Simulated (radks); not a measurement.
Results of a calculation; reference values are marked as such.
Initial-state core-level shifts of neutral cadmium when its valence configuration changes from [Kr] 4d10 5s2. Level of theory: Dirac Kohn-Sham, PBEsol, spin-unpolarised, spherical densities, finite nucleus; open shells are shared between the two j in proportion to 2j + 1; Fermi nuclear charge, rms radius 4.6087 fm (a radial shooting solver on a logarithmic mesh with Libxc functionals). Shifts are changes of the shell-averaged eigenvalues in eV (positive: less bound); the change of the density at the nucleus, which sets a Mossbauer isomer shift, is in e/bohr^3, on a base of 1.593e+05.

| valence | 1s | 2p | 3d | 4s | density at nucleus |
|---|---|---|---|---|---|
| 4d10 5p2 | -3.628 | -3.518 | -3.554 | -3.648 | -44.47 |
| 4d9 5s1 5p2 | -8.480 | -8.681 | -8.628 | -8.128 | -11.39 |
| 4d9.5 5s2 5p0.5 | -3.446 | -3.559 | -3.531 | -3.300 | +7.13 |
| 4d8 5p4 | -16.603 | -17.099 | -16.937 | -15.656 | -34.15 |
| 4d10 5s1.5 5p0.5 | -1.030 | -1.002 | -1.010 | -1.035 | -9.79 |
| 4d9.5 5s1 5p1.5 | -5.194 | -5.258 | -5.246 | -5.050 | -16.14 |
| 4d9 5p3 | -9.957 | -10.115 | -10.080 | -9.602 | -39.95 |
| 4d9 5s2 5p1 | -6.863 | -7.109 | -7.040 | -6.517 | +14.43 |
| 4d10 5s1 5p1 | -1.959 | -1.903 | -1.920 | -1.968 | -20.56 |
